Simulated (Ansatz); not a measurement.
Species, as SMILES: Br[Si]Br (closed-shell singlet).
Atoms: Si1, Br2, Br3. Bonds: Si1-Br2, Si1-Br3.

Basis-set convergence of the optimised Si1-Br2 bond length at B3LYP with Ansatz (a quantum-chemistry and plane-wave program). All functions are spherical. The program fits the integrals of some runs and decomposes those of others, by size. No added dispersion term, no relativity. Reference: the value in pcseg-3, 2.2706 Å, itself unsure by roughly 0.0005 Å (its distance from cc-pV(Q+d)Z). Deviations are taken from unrounded values. Cost is core time over that of pcseg-0, rough, on shared machines of one kind. It counts the whole optimisation.

```tsv
basis	functions	optimised Si1-Br2 bond length (Å)	minus reference (Å)	cost
pcseg-0	57	2.4313	0.1606	1×
pcseg-1	72	2.2901	0.0195	2×
def2-SVP	82	2.2769	0.0063	2×
def2-SVPD	106	2.2860	0.0153	3×
pcseg-2	120	2.2719	0.0012	4×
def2-TZVP	133	2.2715	0.0008	4×
def2-TZVPP	138	2.2712	0.0006	4×
def2-TZVPD	157	2.2712	0.0006	7×
def2-TZVPPD	162	2.2710	0.0003	6×
pcseg-3	200	2.2706	0.0000	10×
def2-QZVP	220	2.2705	-0.0001	10×
```

The smallest set listed that lies within 0.01 Å of the reference with all its larger relatives (same family, alike in diffuse functions; a set with none counts only in the reference's own line) is def2-SVP (82 functions, 2× in cost, 0.0063 Å off).
